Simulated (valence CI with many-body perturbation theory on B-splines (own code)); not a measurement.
From CI to CI+MBPT in Rh29+

Calculated by relativistic CI+MBPT: six valence electrons over a frozen Dirac-Fock core [Ne], a basis of 9 s, 9 p, 8 d, 6 f, 3 g, 1 h functions for each j, with the one-electron correlation potential Σ1, the two-electron term Σ2, the three-electron term Σ3, Breit, model QED; selected CI, second order for the rest, scaled by the run's own slope (own B-spline code, finite nucleus).

No measured spectrum was set against this ion. As an estimate, large intervals hold to a few tenths of a per cent, small ones and those within an open d or f shell to about a per cent. Among the levels kept, up to 1500 cm⁻¹ of a level comes from second order outside the variational space, and about a tenth of that is noise between levels of different J, which matters for small intervals.

Each rung adds one term. CI alone is the Dirac-Coulomb CI over the frozen core; QED comes last and gives the full result, which names the levels. Energies are above (3s^2 3p1/2^2 3p3/2^2) J=2 on the same rung, in cm⁻¹.

Levels are named by their leading jj configuration (3d3/2^4 stands for four electrons in 3d with j = 3/2), which in mixed levels can hold well under half, so a name can repeat and another be missing. Letters in brackets count levels of one name in rising energy.

```tsv
Level	CI alone	+ Σ1	+ Σ2	+ Σ3	+ Breit	Full
(3s^2 3p1/2^2 3p3/2^2) J=0	76166	76187	76002	75704	76096	76048
(3s^2 3p1/2 3p3/2^3) J=1	251007	251414	251843	251891	248097	248605
(3s^2 3p1/2 3p3/2^3) J=2	297980	298393	298585	298435	294029	294529
(3s^2 3p3/2^4) J=0	583914	584715	585257	584963	577213	578117
(3s 3p1/2^2 3p3/2^3) J=2	903094	902093	901784	902771	901537	897909
(3s^2 3p1/2^2 3p3/2 3d3/2) J=1 [a]	952094	950964	949951	950228	948652	946433
(3s^2 3p1/2^2 3p3/2 3d3/2) J=2	986329	985071	983140	982315	979934	979246
(3s^2 3p1/2^2 3p3/2 3d3/2) J=0	999790	998540	996857	996099	994202	993581
(3s^2 3p1/2^2 3p3/2 3d3/2) J=3	1002530	1001320	999484	998570	994999	994483
(3s^2 3p1/2^2 3p3/2 3d5/2) J=4	1053350	1052440	1050680	1049750	1043920	1043550
(3s^2 3p1/2^2 3p3/2 3d3/2) J=1 [b]	1063100	1062080	1060260	1060000	1057360	1055480
(3s^2 3p1/2^2 3p3/2 3d5/2) J=2	1098520	1097600	1095350	1094510	1089650	1088910
(3s^2 3p1/2^2 3p3/2 3d5/2) J=3	1149520	1148530	1146100	1144570	1139700	1139340
(3s 3p1/2 3p3/2^4) J=0	1157810	1157120	1157270	1157960	1153530	1150720
(3s^2 3p1/2^2 3p3/2 3d5/2) J=1	1189440	1188610	1186630	1185240	1179830	1179340
(3s^2 3p1/2 3p3/2^2 3d3/2) J=1 [a]	1194260	1193430	1192430	1192370	1186960	1185650
(3s^2 3p1/2 3p3/2^2 3d3/2) J=2 [a]	1208650	1207740	1206130	1205440	1199060	1198950
(3s^2 3p1/2 3p3/2^2 3d3/2) J=0	1222330	1221540	1220040	1219630	1213020	1212620
(3s^2 3p1/2 3p3/2^2 3d3/2) J=3 [a]	1233800	1232960	1231380	1230580	1222870	1222810
```

Q: How does the ionisation energy move along the ladder, and which term matters most?

A: CI alone 1681.3, + Σ1 1682.1, + Σ2 1682.1, + Σ3 1681.6, + Breit 1680.7, + QED 1680.7 eV. The largest step is Breit, -0.9 eV, with Σ1 about as large (0.8). NIST lists 1677.6 ± 2.2 eV (semi-empirical).
